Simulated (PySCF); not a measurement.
BiF2, SMILES [F][Bi+][F] (connectivity only; charge and spin as stated), charge +1, multiplicity 1.

Coordinates come from a r2SCAN-D4/def2-TZVP optimisation. The multiplicity is an assumed one; other spin states were not compared. The isomer is the one that the SMILES or the coordinates give; other isomers of the formula were not compared. The def2 effective core potentials stand for the cores of Bi; spin–orbit coupling is left out.

Calculation: r2SCAN-D4/def2-TZVP (PySCF).

Frequencies are harmonic and unscaled.

```csv
mode,ν (cm⁻¹),IR (km/mol),Raman (Å⁴/amu),depolarisation,moving atoms (share of kinetic energy)
1,193,7.1,1.9,0.73,F 93 %
2,654,78.0,7.4,0.75,"F 91 %, Bi 9 %"
3,667,45.1,13.1,0.12,"F 92 %, Bi 8 %"
```
